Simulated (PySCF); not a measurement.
GeH₇NSi, SMILES [SiH3][NH][GeH3].

Coordinates come from a B3LYP-D3(BJ)/def2-SVP optimisation. This is a generated structure with no PubChem entry under its InChIKey; it may be hypothetical.

Two levels are set side by side: PBE/def2-TZVPD (PySCF) and r2SCAN/def2-TZVPD (PySCF). Same geometry, gas phase. Differences are taken from unrounded values.

```tsv
quantity	r2SCAN	PBE	PBE minus r2SCAN
orbital gap (eV)	5.60	4.88	-0.73
highest occupied level (eV)	-6.21	-5.94	0.27
lowest empty level (eV)	-0.61	-1.06	-0.45
dipole moment (D)	0.99	0.97	-0.02
mean polarisability (bohr³)	69.3	71.9	2.6
```

Rough cost on one machine, each run with all the roots and properties that it gave: r2SCAN against PBE about 3 times.
